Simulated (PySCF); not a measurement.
Estimate the missing entries of this data sheet.

C₆H₁₀NO (doublet state).
SMILES: `CC[C@H]1C=NO[C]1C`

Conformer (atom-mapped SMILES and torsion angles): `[CH3:1][CH2:2][C@H:3]1[CH:4]=[N:5][O:6][C:7]1[CH3:8]`: C1–C2–C3–C4 -53°.

```tsv
property	level	value
point group of the GFN2-xTB geometry	GFN2-xTB	C1
rotational constants A, B, C of the GFN2-xTB geometry	GFN2-xTB	2.635, 2.117, 1.500 GHz
isotropic g value	unrestricted B3LYP/pcH-1, mean-field spin–orbit	?
spin squared ⟨S²⟩	unrestricted B3LYP/pcH-1	?
largest isotropic hyperfine couplings (means over sets of like nuclei)	unrestricted B3LYP/pcH-1	?
```

The electronic properties come from PySCF, for the isolated species, density fitting. GFN2-xTB frequencies show an imaginary mode (62i cm⁻¹), so this geometry is no minimum at that level. Hyperfine couplings depend on the geometry, which wasn't re-optimised at a DFT level. Couplings of like nuclei are plain means over topologically equivalent atoms, as if these changed places fast (by rotation of a methyl-like group, say); in this geometry the members of some sets differ.

**Question.** What is the isotropic g value?

**Answer.** 2.00270.

**Question.** Give the spin squared ⟨S²⟩.

**Answer.** 0.756.

**Question.** The largest isotropic hyperfine couplings (means over sets of like nuclei)?

**Answer.** 1H +153.0, 13C +95.9, 13C +88.5, 1H +62.9 (×3), 13C -41.0 MHz.

At 9.50 GHz, hν = g·μB·B₀ (B₀ the magnetic field) puts the centre of the isotropic spectrum, to first order, at 338.9 mT. g_iso is shifted by about +380 ppm from the free-electron value 2.002319. With B = h/(8π²I), that is 505.379 GHz u Å² over I, the principal moments of inertia are 191.8, 238.8 and 336.9 u Å² (most abundant isotopes). ⟨S²⟩ is 0.006 above the pure-spin value S(S + 1) = 0.75. The rotational constants make it an asymmetric top with κ = (2B − A − C)/(A − C) = 0.09, midway between the prolate (−1) and oblate (+1) limits.

For the EPR job (B3LYP), on one thread, Arm Neoverse V2 (aarch64), shared host, this took 1.7 min (with the writing of density and orbital grids) and 1.1 GiB of memory at its peak.

One conformer stands for the species.
